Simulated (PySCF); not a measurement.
# `C[SiH](C)[SiH2]O`, C2H10OSi2

Molfile (atoms numbered from 1):
```
C2H10OSi2
     RDKit          3D

 15 14  0  0  0  0  0  0  0  0999 V2000
    1.5521   -1.0385   -0.9843 C   0  0  0  0  0  0  0  0  0  0  0  0
    0.3879    0.4142   -0.6893 Si  0  0  0  0  0  4  0  0  0  0  0  0
    1.0917    1.5945    0.6006 C   0  0  0  0  0  0  0  0  0  0  0  0
   -1.6620   -0.4069    0.0831 Si  0  0  0  0  0  4  0  0  0  0  0  0
   -1.2681   -1.2011    1.5108 O   0  0  0  0  0  0  0  0  0  0  0  0
    1.1509   -1.7191   -1.7508 H   0  0  0  0  0  0  0  0  0  0  0  0
    2.5433   -0.6928   -1.3175 H   0  0  0  0  0  0  0  0  0  0  0  0
    1.6789   -1.6111   -0.0524 H   0  0  0  0  0  0  0  0  0  0  0  0
    0.1568    1.1499   -1.9773 H   0  0  0  0  0  0  0  0  0  0  0  0
    1.2096    1.0705    1.5619 H   0  0  0  0  0  0  0  0  0  0  0  0
    0.4214    2.4528    0.7604 H   0  0  0  0  0  0  0  0  0  0  0  0
    2.0760    1.9804    0.2922 H   0  0  0  0  0  0  0  0  0  0  0  0
   -2.3107   -1.3488   -0.8924 H   0  0  0  0  0  0  0  0  0  0  0  0
   -2.6616    0.6868    0.3362 H   0  0  0  0  0  0  0  0  0  0  0  0
   -1.9941   -1.6139    1.9875 H   0  0  0  0  0  0  0  0  0  0  0  0
  1  2  1  0
  2  3  1  0
  2  4  1  0
  4  5  1  0
  1  6  1  0
  1  7  1  0
  1  8  1  0
  2  9  1  0
  3 10  1  0
  3 11  1  0
  3 12  1  0
  4 13  1  0
  4 14  1  0
  5 15  1  0
M  END
```

Computed, not measured: GIAO B3LYP/aug-cc-pVDZ magnetisability, rotational g tensor and spin-rotation constants, non-relativistic, gas phase in PySCF 2.14.0. Geometry: PBE0-D3(BJ)/def2-SVP.

(1) Give the nuclear spin-rotation constants along the inertial axes (H = +C I·J) beside the isotropic shieldings.

Answers

(1) Rotational constants 3.7889, 1.8254, 1.6316 GHz. A star marks the isotopologue with that one atom substituted, in its own axes.
| atom | isotope | Caa (kHz) | Cbb (kHz) | Ccc (kHz) | mean (kHz) | σ (ppm) |
| --- | --- | --- | --- | --- | --- | --- |
| H6 | 1H | -0.402 | -0.034 | -0.145 | -0.194 | 31.3 |
| H7 | 1H | 0.053 | -0.202 | -0.189 | -0.113 | 31.2 |
| H8 | 1H | -0.372 | -0.200 | -0.005 | -0.192 | 31.1 |
| H9 | 1H | -0.232 | -0.176 | 0.035 | -0.124 | 27.4 |
| H10 | 1H | -0.372 | -0.200 | -0.005 | -0.192 | 31.1 |
| H11 | 1H | -0.402 | -0.034 | -0.146 | -0.194 | 31.3 |
| H12 | 1H | 0.053 | -0.203 | -0.189 | -0.113 | 31.2 |
| H13 | 1H | -0.216 | 0.018 | -0.106 | -0.101 | 26.1 |
| H14 | 1H | -0.216 | 0.019 | -0.107 | -0.101 | 26.1 |
| H15 | 1H | -0.022 | -0.250 | -0.198 | -0.157 | 31.8 |
| C1 | 13C* | 0.375 | 0.181 | 0.162 | 0.239 | 196.5 |
| Si2 | 29Si* | -2.058 | -0.889 | -0.856 | -1.268 | 444.6 |
| Si4 | 29Si* | -2.024 | -1.121 | -0.774 | -1.306 | 424.2 |
| O5 | 17O* | -0.102 | -0.057 | -0.147 | -0.102 | 335.8 |

For the geometry as given, no vibrational averaging.
